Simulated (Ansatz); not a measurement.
```yaml
crystal:
  periodic: [false, false, false]
  atoms:
    - {symbol: C, position_ang: [-1.214354, -0.704440, -0.242998]}
    - {symbol: C, position_ang: [-1.046347, -0.165693, 0.485932]}
    - {symbol: Al, position_ang: [0.042360, 0.538360, 0.273024]}
    - {symbol: N, position_ang: [-0.051681, 1.850228, 0.520718]}
    - {symbol: C, position_ang: [1.080820, 0.133646, -0.131019]}
    - {symbol: C, position_ang: [1.268077, -0.721088, -0.445802]}
    - {symbol: H, position_ang: [-1.407412, -0.199166, -0.722610]}
    - {symbol: H, position_ang: [-1.730660, -0.980793, -0.092335]}
    - {symbol: H, position_ang: [-0.883115, -0.998480, -0.581991]}
    - {symbol: H, position_ang: [-0.739393, -0.570477, 1.121245]}
    - {symbol: H, position_ang: [-1.605335, 0.268248, 0.864146]}
    - {symbol: H, position_ang: [0.393691, 2.324296, 0.355330]}
    - {symbol: H, position_ang: [-0.539129, 1.861287, 0.657327]}
    - {symbol: H, position_ang: [1.503197, 0.176457, 0.392201]}
    - {symbol: H, position_ang: [1.316897, 0.553352, -0.654696]}
    - {symbol: H, position_ang: [1.972406, -1.073884, -0.610537]}
    - {symbol: H, position_ang: [0.833353, -0.903289, -0.983318]}
    - {symbol: H, position_ang: [0.853566, -1.153862, -0.010909]}
basis:
  gaussian: {orbitals: STO-3G, fitting: {mean_field: cc-pVTZ-jkfit}, final_grid: {core_spheres: 5, valence_spheres: 4, degree: 11}, nuclear_model: gaussian}
hamiltonian: {xc: {name: LC-wPBE}}
```

```sh
$ ansatz run in.yaml --threads 4 --pin off --events-out ev --progress --plain --max-ram 11315MiB
```

It prints (some lines left out):

```
Functional definition: LC-wPBE
876 factors; integrals over basis functions are off by at most 7.0e-4 eV
876 factors; integrals over basis functions are off by at most 3.5e-7 eV
mean field evaluation 1: about -12089.1794 eV, gradient 2.2e1 eV
mean field evaluation 2: about -12090.2823 eV, gradient 4.7e0 eV
mean field evaluation 4: about -12090.3300 eV, gradient 7.7e-2 eV
mean field evaluation 8: about -12090.4234 eV, gradient 2.3e-3 eV
mean field -12090.42342506 eV, -444.3148656876 hartree, gradient 2.6e-5 eV, S^2 0.000000; 0 other end points of the search recorded, 0 dependent functions left out
reference -12090.42342507 eV, -444.3148656878 hartree; 28, 28 occupied and 18, 18 virtual orbitals, 876 factors
Total energy: -12090.42342507 eV, -444.3148656878 hartree
```

In this input the geometry is squeezed to about two thirds of its size. The run converged. The result belongs to that input, not to the molecule as meant.
